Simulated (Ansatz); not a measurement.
Breaking the Si3–H4 bond in H4Si2 (SMILES [SiH][SiH3]) (multiplicity 1 held, fragments rigid). Energies count from the point at 1.489 Å.
Geometry at that point (charge 0, multiplicity 1):
```xyz
6

Si    -0.00339     1.03724     0.82595
H     -0.44387     1.86151    -0.37737
Si     0.02919    -0.89104    -0.59790
H      0.97945    -0.66055    -1.72119
H     -1.32622    -1.10029    -1.17841
H      0.42941    -2.14745     0.08431
```

R- and RO- levels are restricted; in cc, def2 and unpolarised 6-31G sets they are followed outwards from rest. U- levels take the lowest unrestricted solution at each point, which mixes spins at long bonds. Curves can end on different states.

Cores are frozen in the correlated methods.

The values were computed with Ansatz (an electronic-structure program). Values without a source in brackets are computed.

Energies in kJ/mol.

| R (Å) | R-HF/cc-pV(T+d)Z | R-PBE/cc-pV(T+d)Z | R-MP2/cc-pV(T+d)Z | U-MP2/cc-pV(T+d)Z |
|---|---|---|---|---|
| 1.191 | 119 | 125 | 118 | 118 |
| 1.340 | 22 | 26 | 22 | 22 |
| 1.489 | 0 | 0 | 0 | 0 |
| 1.638 | 17 | 11 | ___ | 17 |
| 1.787 | 55 | 42 | 53 | 54 |
| 2.011 | 128 | 101 | 123 | 124 |
| 2.234 | 204 | 161 | 195 | 211 |
| 2.606 | 321 | 249 | 301 | 295 |
| 2.979 | 417 | 314 | ___ | 323 |
| 3.425 | 507 | 366 | 449 | 334 |
| 4.021 | 594 | 405 | 491 | 338 |
| 4.766 | 664 | 429 | ___ | 339 |

### Question
Some entries are withheld; supply them.

### Answer

- 4.766, R-MP2/cc-pV(T+d)Z: 490
- 2.979, R-MP2/cc-pV(T+d)Z: 383
- 1.638, R-MP2/cc-pV(T+d)Z: 17

Doubts at one or more of the structures used: a restricted determinant that unrestricted orbitals would lower (R-HF/cc-pV(T+d)Z, R-PBE/cc-pV(T+d)Z, R-MP2/cc-pV(T+d)Z); a spin-contaminated determinant (U-MP2/cc-pV(T+d)Z).
